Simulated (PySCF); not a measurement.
Electron correlation in Pt⁷²⁺ (platinum, charge +72)

Starting occupation: [He] 2s2 2p2, 2p1/2 with m_j = -1/2, +1/2. Computed with PySCF 2.14 in an even-tempered Gaussian basis (16 s from 60 bohr⁻², ratio 2.4; 13 p from 79 bohr⁻², ratio 2.4; 5 d from 250 bohr⁻², ratio 2.6; 4 f from 380 bohr⁻², ratio 2.6), with X2C-1e with screened-nucleus spin-orbit coupling, Gaussian nucleus. Frozen: nothing; 6 electrons correlated; the 28 highest virtual spinors left out.

MP2 pair energies summed by pair of shells (mhartree):

```json
{"pair": "2s1/2-2s1/2", "energy": "-87.14", "share (%)": "28.0"}
{"pair": "1s1/2-1s1/2", "energy": "-63.33", "share (%)": "20.4"}
{"pair": "2p1/2-2s1/2", "energy": "-61.21", "share (%)": "19.7"}
{"pair": "2p1/2-2p1/2", "energy": "-50.66", "share (%)": "16.3"}
{"pair": "1s1/2-2p1/2", "energy": "-25.04", "share (%)": "8.1"}
{"pair": "1s1/2-2s1/2", "energy": "-23.63", "share (%)": "7.6"}
```

Total MP2 correlation energy: -311.01 mhartree.

At this charge the one-electron X2C treatment keeps the bare 1/r₁₂, with no two-electron picture change or Breit term. That inflates the 1s pair energies well beyond their four-component values.
